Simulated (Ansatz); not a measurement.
Gas-phase electronic energies from Ansatz, PBE0-D4/def2-TZVP geometries. CBS: MP2 limit from def2 TZ/QZ plus the TZ coupled-cluster correction, frozen cores. This one scheme is used for every species. DFT in def2-TZVPP. B3LYP here is the variant with VWN-RPA as its local correlation; programs differ in this. Each species was taken in one conformer, which may not be the lowest.

`S[SiH](S)Cl` + H₂S → `S[SiH](S)S` + HCl  (ligand exchange at the Si–Cl bond)

**Question.** Is it downhill or uphill in electronic energy at CCSD(T)/CBS, and by how much? (Best estimate.)

**Answer.** Ansatz gave: Uphill: ΔE = +33.5 kJ/mol.

**Question.** What do these levels give: B3LYP-D4, ωB97X-V, ωB97M-V, r2SCAN, B3LYP, MP2/def2-TZVPP, SCS-MP2/def2-TZVPP, CCSD/def2-TZVPP, HF/def2-QZVPP, MP2/def2-QZVPP, MP2/CBS(def2), CCSD/CBS(def2)? (Estimate.)

**Answer.** Computed: B3LYP-D4 34.3, ωB97X-V 35.5, ωB97M-V 36.2, r2SCAN 34.3, B3LYP 37.8, MP2/def2-TZVPP 32.8, SCS-MP2/def2-TZVPP 34.8, CCSD/def2-TZVPP 34.5, HF/def2-QZVPP 43.5, MP2/def2-QZVPP 33.4, MP2/CBS(def2) 33.5, CCSD/CBS(def2) 35.2 kJ/mol.

Largest T1 diagnostic among the species: 0.012.

In def2-TZVPP, CCSD(T) changes the Hartree–Fock value by −10.1 kJ/mol (the triples alone add −1.7 kJ/mol) and MP2 by −10.1 kJ/mol. The D4 term adds −3.5 kJ/mol with B3LYP and −2.0 kJ/mol with PBE0; it sums over pairs of atoms, weighted by their polarisabilities, and B3LYP, whose exchange is more repulsive, gets the larger term.
